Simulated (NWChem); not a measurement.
**Total energies of F$_{2}$Sn**

```xyz
3

Sn     0.0000     0.0000     0.3462
F      1.4596     0.0000    -0.9616
F     -1.4596     0.0000    -0.9616
```
Charge 0, spin multiplicity 1.

Everything below was run with NWChem. All single points use one geometry, from B3LYP/def2-SVP with def2 effective core potentials on Sn, a minimum by its harmonic frequencies.

Basis set: def2-TZVP (112 functions).

```csv
method,total energy (Ha),relative cost
RHF,-412.40469,1
MP2,-413.21412,4
B2PLYP,-413.86381,5
PBE,-413.98843,under 3
B3LYP,-414.24813,under 3
BHandHLYP,-414.02627,under 3
```

Total energies of different functionals aren't comparable as a measure of quality: only differences taken within one method are. Relative cost: rough, from shared machines, SCF included, RHF = 1.

Effective core potentials replace the inner electrons of Sn; spin-orbit coupling is left out. The correlated methods keep 6 core orbitals frozen. B3LYP has NWChem's definition, with VWN1-RPA local correlation. The structure started from a generated list of species.
